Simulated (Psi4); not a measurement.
Input for Psi4: SAPT0/jun-cc-pV(D+d)Z on C4H8 (a complex), monomers drawn apart or pushed together.

```
memory 1800 MB

molecule dimer {
0 1
C     0.72255759    0.10536951    0.54328835
C    -0.56149168   -0.21801594    0.49865039
H     1.31211242    0.21835379   -0.35854265
H     1.23772250    0.27087242    1.48170338
H    -1.15372802   -0.33155841    1.39853380
H    -1.07401047   -0.38261182   -0.44149369
--
0 1
C    -0.33008738    0.76001272    6.32614317
C    -0.00738083   -0.52392868    6.37819661
H    -0.43000590    1.28621880    5.38458200
H    -0.50789834    1.33846498    7.22471213
H     0.09174687   -1.04749007    7.32143785
H     0.17087251   -1.10506438    5.48156631
units angstrom
symmetry c1
no_reorient
no_com
}

set {
  basis jun-cc-pV(D+d)Z
  scf_type df
  freeze_core true
}

energy('sapt0')
```

Program output:

```
[...]
==> Input File <==

--------------------------------------------------------------------------
memory 1800 MB

molecule dimer {
0 1
C     0.72255759    0.10536951    0.54328835
C    -0.56149168   -0.21801594    0.49865039
H     1.31211242    0.21835379   -0.35854265
H     1.23772250    0.27087242    1.48170338
H    -1.15372802   -0.33155841    1.39853380
H    -1.07401047   -0.38261182   -0.44149369
--
0 1
C    -0.33008738    0.76001272    6.32614317
C    -0.00738083   -0.52392868    6.37819661
H    -0.43000590    1.28621880    5.38458200
H    -0.50789834    1.33846498    7.22471213
H     0.09174687   -1.04749007    7.32143785
H     0.17087251   -1.10506438    5.48156631
units angstrom
symmetry c1
no_reorient
no_com
}

set {
  basis jun-cc-pV(D+d)Z
  scf_type df
  freeze_core true
}

energy('sapt0')
--------------------------------------------------------------------------


   => Loading Basis Set <=

    Name: JUN-CC-PV(D+D)Z
    Role: ORBITAL
    Keyword: BASIS
    atoms 1-2, 7-8  entry C          line   188 file jun-cc-pv_dpd_z.gbs
    atoms 3-6, 9-12 entry H          line    60 file jun-cc-pv_dpd_z.gbs

   => Loading Basis Set <=

    Name: JUN-CC-PV(D+D)Z
    Role: ORBITAL
    Keyword: BASIS
    atoms 1-2, 7-8  entry C          line   188 file jun-cc-pv_dpd_z.gbs
    atoms 3-6, 9-12 entry H          line    60 file jun-cc-pv_dpd_z.gbs


  //>>>>>>>>>>>>>>>>>>>>>>>>>>>>>>>>>>>//
  //              Dimer HF             //
  //<<<<<<<<<<<<<<<<<<<<<<<<<<<<<<<<<<<//

   => Libint2 <=

    Primary   basis highest AM E, G, H:  7, 6, 3
    Auxiliary basis highest AM E, G, H:  7, 7, 4
    Onebody   basis highest AM E, G, H:  -, -, -
    Solid Harmonics ordering:            Gaussian


   => Loading Basis Set <=

    Name: JUN-CC-PV(D+D)Z
    Role: ORBITAL
    Keyword: BASIS
    atoms 1-2, 7-8  entry C          line   188 file jun-cc-pv_dpd_z.gbs
    atoms 3-6, 9-12 entry H          line    60 file jun-cc-pv_dpd_z.gbs


         ---------------------------------------------------------
                                   SCF
               by Justin Turney, Rob Parrish, Andy Simmonett
                          and Daniel G. A. Smith
                              RHF Reference
                        1 Threads,   1716 MiB Core
         ---------------------------------------------------------

  ==> Geometry <==

    Molecular point group: c1
    Full point group: C1

    Geometry (in Angstrom), charge = 0, multiplicity = 1:

       Center              X                  Y                   Z               Mass
    ------------   -----------------  -----------------  -----------------  -----------------
         C            0.722557590000     0.105369510000     0.543288350000    12.000000000000
         C           -0.561491680000    -0.218015940000     0.498650390000    12.000000000000
         H            1.312112420000     0.218353790000    -0.358542650000     1.007825032230
         H            1.237722500000     0.270872420000     1.481703380000     1.007825032230
         H           -1.153728020000    -0.331558410000     1.398533800000     1.007825032230
         H           -1.074010470000    -0.382611820000    -0.441493690000     1.007825032230
         C           -0.330087380000     0.760012720000     6.326143170000    12.000000000000
         C           -0.007380830000    -0.523928680000     6.378196610000    12.000000000000
         H           -0.430005900000     1.286218800000     5.384582000000     1.007825032230
         H           -0.507898340000     1.338464980000     7.224712130000     1.007825032230
         H            0.091746870000    -1.047490070000     7.321437850000     1.007825032230
         H            0.170872510000    -1.105064380000     5.481566310000     1.007825032230

  Running in c1 symmetry.

  Rotational constants: A =      0.50061  B =      0.01449  C =      0.01449 [cm^-1]
  Rotational constants: A =  15007.90535  B =    434.43784  C =    434.29169 [MHz]
  Nuclear repulsion =   89.935396317013797

  Charge       = 0
  Multiplicity = 1
  Electrons    = 32
  Nalpha       = 16
  Nbeta        = 16

  ==> Algorithm <==

  SCF Algorithm Type is DF.
  DIIS enabled.
  MOM disabled.
  Fractional occupation disabled.
  Guess Type is SAD.
  Energy threshold   = 1.00e-08
  Density threshold  = 1.00e-08
  Integral threshold = 1.00e-12

  ==> Primary Basis <==

  Basis Set: JUN-CC-PV(D+D)Z
    Blend: JUN-CC-PV(D+D)Z
    Number of shells: 56
    Number of basis functions: 112
    Number of Cartesian functions: 116
    Spherical Harmonics?: true
    Max angular momentum: 2

   => Loading Basis Set <=

    Name: (JUN-CC-PV(D+D)Z AUX)
    Role: JKFIT
    Keyword: DF_BASIS_SCF
    atoms 1-2, 7-8  entry C          line   146 file jun-cc-pvdz-jkfit.gbs
    atoms 3-6, 9-12 entry H          line    70 file jun-cc-pvdz-jkfit.gbs

  ==> Integral Setup <==

  DFHelper Memory: AOs need 0.043 GiB; user supplied 1.257 GiB.
  SCF_SUBTYPE=INCORE selected. In-core MEM_DF algorithm will be used.
[...]
    2.367532    89A      2.392229
      90A      2.448214    91A      2.490008    92A      2.531225
      93A      2.575458    94A      2.597928    95A      2.678014
      96A      2.729362    97A      2.829427    98A      2.835488
      99A      2.974821   100A      3.141211   101A      3.142402
     102A      3.222417   103A      3.223683   104A      3.408866
     105A      3.619059   106A      3.769596   107A      4.159458
     108A      5.175331   109A      5.235357   110A      5.587726
     111A     18.128830   112A     18.633848

    Final Occupation by Irrep:
              A
    DOCC [     8 ]
    NA   [     8 ]
    NB   [     8 ]

  @DF-RHF Final Energy:   -78.04190147273943

   => Energetics <=

    Nuclear Repulsion Energy =             33.4780159312601242
    One-Electron Energy =                -170.1875067069788372
    Two-Electron Energy =                  58.6675893029792803
    Total Energy =                        -78.0419014727394256

Computation Completed


Properties will be evaluated at   0.000000,   0.000000,   0.000000 [a0]

Properties computed using the SCF density matrix


 Multipole Moments:

 ------------------------------------------------------------------------------------
     Multipole            Electronic (a.u.)      Nuclear  (a.u.)        Total (a.u.)
 ------------------------------------------------------------------------------------

 L = 1.  Multiply by 2.5417464519 to convert [e a0] to [Debye]
 Dipole X            :          5.1023730           -5.1024384           -0.0000654
 Dipole Y            :         -3.5690252            3.5690002           -0.0000250
 Dipole Z            :       -192.0685894          192.0686207            0.0000314
 Magnitude           :                                                    0.0000767

 ------------------------------------------------------------------------------------

  Constructing Basis Sets for SAPT...

   => Loading Basis Set <=

    Name: (JUN-CC-PV(D+D)Z AUX)
    Role: RIFIT
    Keyword: DF_BASIS_SAPT
    atoms 1-2, 7-8  entry C          line   100 file jun-cc-pvdz-ri.gbs
    atoms 3-6, 9-12 entry H          line    30 file jun-cc-pvdz-ri.gbs

   => Loading Basis Set <=

    Name: (JUN-CC-PV(D+D)Z AUX)
    Role: JKFIT
    Keyword: DF_BASIS_ELST
    atoms 1-2, 7-8  entry C          line   146 file jun-cc-pvdz-jkfit.gbs
    atoms 3-6, 9-12 entry H          line    70 file jun-cc-pvdz-jkfit.gbs


  //>>>>>>>>>>>>>>>>>>>>>>>>>>>>>>>>>>>//
  //               SAPT0               //
  //<<<<<<<<<<<<<<<<<<<<<<<<<<<<<<<<<<<//



        SAPT0
    Ed Hohenstein
     6 June 2009

      Orbital Information
  --------------------------
    NSO        =       112
    NMO        =       112
    NRI        =       372
    NRI (Elst) =       500
    NOCC A     =         8
    NOCC B     =         8
    FOCC A     =         2
    FOCC B     =         2
    NVIR A     =       104
    NVIR B     =       104

    Elst10,r            =    -0.000036244455 [Eh]
    Exch10              =     0.000002525635 [Eh]
    Exch10 (S^2)        =     0.000002525639 [Eh]

    Maxiter = 50
    CPHF R converge = 1.000000E-08

    Iter     Energy [mEh]          dE [mEh]         Residual      Time [s]
       1      -0.00040890       0.000408898     1.057883e-04             0
       2      -0.00044154       0.000032643     3.388996e-05             0
       3      -0.00045938       0.000017840     6.635613e-06             0
       4      -0.00045991       0.000000527     1.616009e-06             0
       5      -0.00045921      -0.000000703     2.174949e-07             0
       6      -0.00045926       0.000000056     4.284428e-08             0
       7      -0.00045926      -0.000000002     1.131084e-08             0
       8      -0.00045926      -0.000000001     3.161491e-09             0

    CHF Iterations converged

    Maxiter = 50
    CPHF R converge = 1.000000E-08

    Iter     Energy [mEh]          dE [mEh]         Residual      Time [s]
       1      -0.00040884       0.000408838     1.057827e-04             0
       2      -0.00044148       0.000032642     3.389100e-05             0
       3      -0.00045932       0.000017838     6.640022e-06             0
       4      -0.00045985       0.000000528     1.617958e-06             0
       5      -0.00045914      -0.000000702     2.267907e-07             0
       6      -0.00045919       0.000000051     6.180373e-08             0
       7      -0.00045920       0.000000004     2.170979e-08             0
       8      -0.00045920      -0.000000002     4.098668e-09             0

    CHF Iterations converged

    Ind20,r (A<-B)      =    -0.000000459258 [Eh]
    Ind20,r (B<-A)      =    -0.000000459196 [Eh]
    Ind20,r             =    -0.000000918454 [Eh]
    Exch-Ind20,r (A<-B) =     0.000000063558 [Eh]
    Exch-Ind20,r (B<-A) =     0.000000063555 [Eh]
    Exch-Ind20,r        =     0.000000127113 [Eh]
    Disp20              =    -0.000147895811 [Eh]
    Disp20 (SS)         =    -0.000073947906 [Eh]
    Disp20 (OS)         =    -0.000073947906 [Eh]
    Exch-Disp20         =     0.000000211090 [Eh]
    Exch-Disp20 (SS)    =     0.000000135269 [Eh]
    Exch-Disp20 (OS)    =     0.000000075821 [Eh]

    SAPT Results
  --------------------------------------------------------------------------------------------------------
    Electrostatics                 -0.03624446 [mEh]      -0.02274374 [kcal/mol]      -0.09515980 [kJ/mol]
      Elst10,r                     -0.03624446 [mEh]      -0.02274374 [kcal/mol]      -0.09515980 [kJ/mol]

    Exchange                        0.00252564 [mEh]       0.00158486 [kcal/mol]       0.00663105 [kJ/mol]
      Exch10                        0.00252564 [mEh]       0.00158486 [kcal/mol]       0.00663105 [kJ/mol]
      Exch10(S^2)                   0.00252564 [mEh]       0.00158486 [kcal/mol]       0.00663106 [kJ/mol]

    Induction                      -0.00090426 [mEh]      -0.00056743 [kcal/mol]      -0.00237414 [kJ/mol]
      Ind20,r                      -0.00091845 [mEh]      -0.00057634 [kcal/mol]      -0.00241140 [kJ/mol]
      Exch-Ind20,r                  0.00012711 [mEh]       0.00007976 [kcal/mol]       0.00033373 [kJ/mol]
      delta HF,r (2)               -0.00011292 [mEh]      -0.00007086 [kcal/mol]      -0.00029647 [kJ/mol]

    Dispersion                     -0.14768472 [mEh]      -0.09267356 [kcal/mol]      -0.38774618 [kJ/mol]
      Disp20                       -0.14789581 [mEh]      -0.09280602 [kcal/mol]      -0.38830040 [kJ/mol]
      Exch-Disp20                   0.00021109 [mEh]       0.00013246 [kcal/mol]       0.00055422 [kJ/mol]
      Disp20 (SS)                  -0.07394791 [mEh]      -0.04640301 [kcal/mol]      -0.19415020 [kJ/mol]
      Disp20 (OS)                  -0.07394791 [mEh]      -0.04640301 [kcal/mol]      -0.19415020 [kJ/mol]
      Exch-Disp20 (SS)              0.00013527 [mEh]       0.00008488 [kcal/mol]       0.00035515 [kJ/mol]
      Exch-Disp20 (OS)              0.00007582 [mEh]       0.00004758 [kcal/mol]       0.00019907 [kJ/mol]

  Total HF                         -0.03462308 [mEh]      -0.02172631 [kcal/mol]      -0.09090289 [kJ/mol]
  Total SAPT0                      -0.18230780 [mEh]      -0.11439987 [kcal/mol]      -0.47864907 [kJ/mol]

  Special recipe for scaled SAPT0 (see Manual):
    Electrostatics sSAPT0          -0.03624446 [mEh]      -0.02274374 [kcal/mol]      -0.09515980 [kJ/mol]
    Exchange sSAPT0                 0.00252564 [mEh]       0.00158486 [kcal/mol]       0.00663105 [kJ/mol]
    Induction sSAPT0               -0.00090426 [mEh]      -0.00056743 [kcal/mol]      -0.00237414 [kJ/mol]
    Dispersion sSAPT0              -0.14768472 [mEh]      -0.09267356 [kcal/mol]      -0.38774618 [kJ/mol]
  Total sSAPT0                     -0.18230780 [mEh]      -0.11439987 [kcal/mol]      -0.47864907 [kJ/mol]
  --------------------------------------------------------------------------------------------------------



*** Psi4 exiting successfully. Buy a developer a beer!
```

The run finished.

Cost: very roughly 12 core-seconds.
